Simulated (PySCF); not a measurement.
This PySCF input asks for the NMR shieldings of `CC(=O)[C@H]1C=C1[SiH2]CCl`, C6H9ClOSi; the geometry comes from GFN2-xTB.

```python
import basis_set_exchange as bse
import numpy as np
from pyscf import gto, dft
from pyscf.prop import nmr

atoms = """
C    -2.419986    0.573822    1.359535
C    -1.409904    0.566985    0.237244
O    -0.855706    1.571675   -0.154189
C    -1.121872   -0.760473   -0.341903
C    -0.838320   -0.855102   -1.816262
C     0.223635   -0.908071   -1.073680
Si    2.046100   -0.819120   -0.714862
C     2.283502    0.760712    0.332875
Cl    4.025913    0.976897    0.666045
H    -3.364930    0.169138    1.003209
H    -2.569346    1.586944    1.722019
H    -2.066714   -0.057042    2.172579
H    -1.549676   -1.616415    0.171012
H    -1.334591   -0.850891   -2.754043
H     2.783818   -0.711943   -1.972145
H     2.434031   -1.990132    0.076718
H     1.940049    1.657257   -0.177925
H     1.785239    0.712076    1.298825
"""
names = dict.fromkeys(["C", "O", "Si", "Cl", "H"], "pcSseg-1")
basis = {el: gto.basis.parse(bse.get_basis(n, elements=[el], fmt="nwchem")) for el, n in names.items()}
mol = gto.M(atom=atoms, basis=basis, charge=0, verbose=0)
mf = dft.RKS(mol, xc="PBE0")
mf.grids.level = 2
mf.grids.alignment = dft.numint.BLKSIZE   # the property module wants whole blocks of grid points
mf.conv_tol = 1e-9
mf.kernel()

calc = nmr.RKS(mf)   # GIAO
C = mf.mo_coeff
Co = C[:, mf.mo_occ > 0]
resp = mf.gen_response(singlet=True, hermi=2)
def vind(x):   # induced exchange potential for any number of trial vectors
    d = np.einsum("pi,xij,qj->xpq", C, 2 * x.reshape(-1, C.shape[1], Co.shape[1]), Co, optimize=True)
    return np.einsum("xpq,pi,qj->xij", resp(d - d.transpose(0, 2, 1)), C, Co, optimize=True).ravel()
mo1, _ = nmr.rhf.solve_mo1(calc, with_cphf=vind)
sigma = calc.kernel(mo1)
for i, s in enumerate(sigma):   # ppm
    print("%2d %-2s %9.2f" % (i, mol.atom_pure_symbol(i), np.trace(s) / 3))
```

Q: What does it print?

A: 
```
 0 C     153.87
 1 C     -30.84
 2 O    -302.91
 3 C     160.42
 4 C      61.27
 5 C      72.71
 6 Si    404.70
 7 C     156.56
 8 Cl    933.41
 9 H      29.30
10 H      29.61
11 H      29.27
12 H      29.41
13 H      24.57
14 H      26.98
15 H      27.13
16 H      28.34
17 H      28.85
```

These numbers come from an equivalent density-fitted implementation of the same equations, which agrees with the script to about 0.01 ppm for H and up to a few tenths of a ppm for heavy atoms, so last digits may differ.

Q: Turn these shieldings into chemical shifts. Shifts are taken against calculated references (same method and geometry level): 13C (σ = 186.93 ppm), 29Si (σ = 349.16 ppm), 1H (σ = 31.72 ppm) against TMS; 17O (σ = 336.08 ppm) against H2O; 35Cl (σ = 949.78 ppm) vs HCl.

A: Averaging equivalent atoms: C 1: 217.8; C 4: 125.7; C 5: 114.2; C 0: 33.1; C 7: 30.4; C 3: 26.5; O 2: 639.0; Si 6: -55.5; Cl 8: 16; H 13: 7.14; H 14: 4.73; H 15: 4.59; H 16: 3.38; H 17: 2.87; H 9/10/11: 2.32; H 12: 2.31 ppm. Unscaled 17O shifts of doubly bonded oxygen tend to come out too high, by tens of ppm or more. Experimental scales use liquid or dissolved standards, which lie at an offset from isolated H2O (liquid H2O: subtract about 36 ppm).

Size and cost of the density-fitted run: 212 basis functions, 87 s wall time on 1 thread of an Arm Neoverse N1, shared host; peak memory 0.94 GiB.
